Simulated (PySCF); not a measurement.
**Molecular orbitals of Ca₂⁺**

PBE0 at R = 3.861 Å; basis Ca pcseg-1; no relativity; PySCF 2.14. State: ²Σu⁺ (doublet), unpaired electrons σ ↑. Only the outer orbitals are listed.

```csv
spin,orbital,occ.,ε (eV),main shells (%)
α,πu,1,-34.99,100 p
α,πu,1,-34.99,100 p
α,πg,1,-34.99,100 p
α,πg,1,-34.99,100 p
α,σg,1,-34.92,100 p
α,σu,1,-34.89,100 p
α,σg,1,-9.14,94 s
α,σu,1,-7.74,"88 s, 10 p"
α,σg,0,-5.38,"59 d, 34 p"
α,πu,0,-5.33,"68 d, 32 p"
α,πu,0,-5.33,"68 d, 32 p"
β,πu,1,-34.93,100 p
β,πu,1,-34.93,100 p
β,πg,1,-34.92,100 p
β,πg,1,-34.92,100 p
β,σg,1,-34.86,100 p
β,σu,1,-34.82,100 p
β,σg,1,-9.04,"76 s, 16 p"
β,σu,0,-6.02,91 s
β,πu,0,-5.28,"73 d, 27 p"
β,πu,0,-5.28,"73 d, 27 p"
```

Which are the highest filled and the lowest empty level, where do they sit, and how wide is the gap?

Highest filled α σu at -7.74 eV (in %: 88 s, 10 p); lowest empty β σu at -6.02 eV (in %: 91 s); the gap at PBE0 is 1.72 eV.

```json
{
 "bond order (Mayer)": "0.80",
 "⟨S²⟩": "0.807",
 "polarisability along the bond": "375.4 bohr³",
 "polarisability across the bond": "165.8 bohr³"
}
```

The state was picked by a PBE0 search and need not be the measured ground state.
